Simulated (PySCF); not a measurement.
Dipole moment and polarisability across levels of theory

C3H11AlS2.
Z-matrix (Å and degrees, PBE0-D3(BJ)/def2-SVP geometry), rows numbered from 1:
```
C 
S   1  1.8278
Al  2  2.2384  1  101.94
S   3  2.4830  2  100.02  1   100.34
C   4  1.8042  3  101.34  2   -48.50
C   4  1.8055  3   99.43  2    54.13
H   1  1.0986  2  110.50  3    81.55
H   1  1.0993  2  112.44  3   -39.87
H   1  1.0987  2  107.94  3  -159.85
H   3  1.5974  2  114.39  1    -5.27
H   3  1.5945  2  114.37  1  -157.43
H   5  1.0982  4  107.12  3   -72.20
H   5  1.0984  4  109.70  3   168.97
H   5  1.1005  4  108.93  3    46.87
H   6  1.0984  4  109.57  3  -169.97
H   6  1.1004  4  109.40  3   -47.73
H   6  1.0981  4  106.94  3    71.24
```

PySCF, dipoles from the SCF density, polarisabilities from static response with core orbitals frozen. One conformer (not necessarily the lowest) at the PBE0-D3(BJ)/def2-SVP geometry, without solvent, vibrations or thermal averaging.

How do dipole and polarisability depend on functional and basis here?

| level | μ (D) | α (au) | anisotropy (au) |
| --- | --- | --- | --- |
| LDA/def2-SVPD | 4.191 | 119.29 | 19.26 |
| PBE/def2-SVPD | 4.258 | 116.98 | 18.61 |
| B3LYP/def2-SVPD | 4.326 | 112.87 | 16.90 |
| PBE0/def2-SVPD | 4.346 | 111.99 | 16.87 |
| BHandHLYP/def2-SVPD | 4.406 | 108.34 | 15.65 |
| CAM-B3LYP/def2-SVPD | 4.366 | 110.53 | 15.86 |
| wB97X-D/def2-SVPD | 4.399 | 110.42 | 15.59 |
| LC-wPBE/def2-SVPD | 4.420 | 107.35 | 15.14 |
| HF/def2-SVPD | 4.577 | 103.89 | 14.40 |
| PBE0/6-31G* | 4.496 | 91.75 | 14.68 |
| PBE0/6-31+G* | 4.456 | 102.35 | 14.76 |
| PBE0/def2-SVP | 4.441 | 92.79 | 17.15 |
| PBE0/aug-cc-pVDZ | 4.320 | 113.78 | 17.27 |
| PBE0/def2-TZVP | 4.375 | 106.49 | 17.53 |

The anisotropy is √(½[(α1 − α2)² + (α2 − α3)² + (α3 − α1)²]). The dipole runs from 4.19 D (LDA/def2-SVPD) to 4.58 D (HF/def2-SVPD). No reference polarisability is at hand; against PBE0 in the largest diffuse basis at hand (aug-cc-pVDZ) the other PBE0 rows deviate by 6-31G* -19%, 6-31+G* -10%, def2-SVP -18%, def2-SVPD -2%, def2-TZVP -6%. In one basis (def2-SVPD) the functionals order the polarisability from HF (lowest) to LDA (highest), a spread of 15%. With PBE0 the polarisability is 97.01 au without diffuse functions (mean of 6-31G*, def2-SVP and def2-TZVP) and 109.37 au with them (mean of 6-31+G*, def2-SVPD and aug-cc-pVDZ).
